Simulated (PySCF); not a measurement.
**From MP2 to CCSD(T): MTl along the fourth-period p block**

MP2 and CCSD(T) in PySCF with def2-SVP on every atom (core potentials on Tl), for the lowest determinant that a PBE0 search found; no spin–orbit coupling.

| molecule | state (unpaired electrons) | MP2 Re (Å) | MP2 ωe (cm⁻¹) | MP2 De (eV) | CCSD(T) Re (Å) | CCSD(T) ωe (cm⁻¹) | CCSD(T) De (eV) |
| --- | --- | --- | --- | --- | --- | --- | --- |
| TlGa | triplet (σ ↑, π ↑) | 2.886 | 134 | 1.10 | 2.924 | 127 | 1.09 |
| TlGe | quartet (σ ↑, π ↑↑) | 2.727 | 163 | 1.93 | 2.754 | 157 | 1.87 |
| TlAs | triplet (π ↑↑) | 2.828 | 161 | 1.21 | 2.858 | 152 | 1.25 |
| TlSe | doublet (π ↑) | 2.728 | 182 | 2.46 | 2.745 | 178 | 2.42 |
| TlBr | singlet (closed shell) | 2.666 | 199 | 3.83 | ? | ? | ? |

Estimate the CCSD(T) values of TlBr by adding the mean shift from MP2 to CCSD(T) of the other rows, and compare with the calculation.

The mean shifts are +2.8 pm, -6 cm⁻¹ and -0.02 eV, which give 2.694 Å, 192 cm⁻¹ and 3.81 eV. CCSD(T)/def2-SVP gives Re = 2.678 Å, ωe = 196 cm⁻¹, De = 3.67 eV.

What are the mean differences of MP2 from CCSD(T) over the whole series?

Re -2.5 pm, ωe +6 cm⁻¹, De +0.05 eV.

In a basis of this size CCSD(T) is itself not converged; it tends to give bonds that are too long and too weak.

Correlated steps freeze 13 core orbitals. Correlated levels converge slowly with the basis: in double zeta they bind strong bonds too weakly, by up to about 1 eV, and carry superposition errors of some tenths. Spin–orbit coupling is left out, which matters for elements this heavy, above all for dissociation energies. Where the molecule has an RHF reference, its open-shell atoms are computed with UHF. States were picked by a PBE0 search and need not be the measured ground states.
